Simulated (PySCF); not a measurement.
C5H7O, SMILES O=C1C[CH]CC1, doublet, PBE0/def2-SVP optimised geometry.

```
13

O     -1.48    -2.11     0.01
C     -0.78    -1.13     0.00
C      0.75    -1.13     0.00
C      1.12     0.29    -0.17
C     -0.07     1.17    -0.39
C     -1.27     0.31     0.00
H      1.11    -1.81    -0.80
H      1.11    -1.59     0.94
H      2.15     0.65    -0.24
H     -0.14     1.48    -1.45
H     -0.01     2.11     0.18
H     -1.61     0.52     1.03
H     -2.15     0.41    -0.65
```

Density from unrestricted PBE0/def2-TZVP run with PySCF at that geometry.

Minimum of the electron density along straight lines between bonded atoms, close to the bond critical point (lines longer than 1.1 times the sum of covalent radii, or with two minima, are not listed):

```json
[
 {"bond": "O1–C2", "length / Å": "1.201", "ρ at the minimum / e bohr⁻³": "(withheld)", "∇²ρ there / e bohr⁻⁵": "(withheld)", "position (fraction from the first atom)": "0.67"},
 {"bond": "C2–C3", "length / Å": "1.527", "ρ at the minimum / e bohr⁻³": "0.253", "∇²ρ there / e bohr⁻⁵": "-0.64", "position (fraction from the first atom)": "0.51"},
 {"bond": "C3–C4", "length / Å": "1.484", "ρ at the minimum / e bohr⁻³": "0.266", "∇²ρ there / e bohr⁻⁵": "-0.69", "position (fraction from the first atom)": "0.50"},
 {"bond": "C4–C5", "length / Å": "1.497", "ρ at the minimum / e bohr⁻³": "0.259", "∇²ρ there / e bohr⁻⁵": "-0.66", "position (fraction from the first atom)": "0.51"},
 {"bond": "C2–C6", "length / Å": "1.524", "ρ at the minimum / e bohr⁻³": "0.255", "∇²ρ there / e bohr⁻⁵": "-0.65", "position (fraction from the first atom)": "0.51"},
 {"bond": "C5–C6", "length / Å": "1.531", "ρ at the minimum / e bohr⁻³": "0.244", "∇²ρ there / e bohr⁻⁵": "(withheld)", "position (fraction from the first atom)": "0.50"},
 {"bond": "C3–H7", "length / Å": "1.108", "ρ at the minimum / e bohr⁻³": "0.265", "∇²ρ there / e bohr⁻⁵": "-0.87", "position (fraction from the first atom)": "0.64"},
 {"bond": "C3–H8", "length / Å": "1.108", "ρ at the minimum / e bohr⁻³": "0.265", "∇²ρ there / e bohr⁻⁵": "-0.87", "position (fraction from the first atom)": "0.64"},
 {"bond": "C4–H9", "length / Å": "1.092", "ρ at the minimum / e bohr⁻³": "0.278", "∇²ρ there / e bohr⁻⁵": "-0.96", "position (fraction from the first atom)": "0.65"},
 {"bond": "C5–H10", "length / Å": "1.110", "ρ at the minimum / e bohr⁻³": "0.266", "∇²ρ there / e bohr⁻⁵": "-0.88", "position (fraction from the first atom)": "0.64"},
 {"bond": "C5–H11", "length / Å": "1.104", "ρ at the minimum / e bohr⁻³": "0.271", "∇²ρ there / e bohr⁻⁵": "-0.91", "position (fraction from the first atom)": "0.64"},
 {"bond": "C6–H12", "length / Å": "1.104", "ρ at the minimum / e bohr⁻³": "0.268", "∇²ρ there / e bohr⁻⁵": "-0.89", "position (fraction from the first atom)": "0.64"},
 {"bond": "C6–H13", "length / Å": "1.099", "ρ at the minimum / e bohr⁻³": "0.273", "∇²ρ there / e bohr⁻⁵": "-0.93", "position (fraction from the first atom)": "0.64"}
]
```

What belongs in the gaps?


- O1–C2, ρ at the minimum / e bohr⁻³: 0.429
- O1–C2, ∇²ρ there / e bohr⁻⁵: 0.04
- C5–C6, ∇²ρ there / e bohr⁻⁵: -0.60
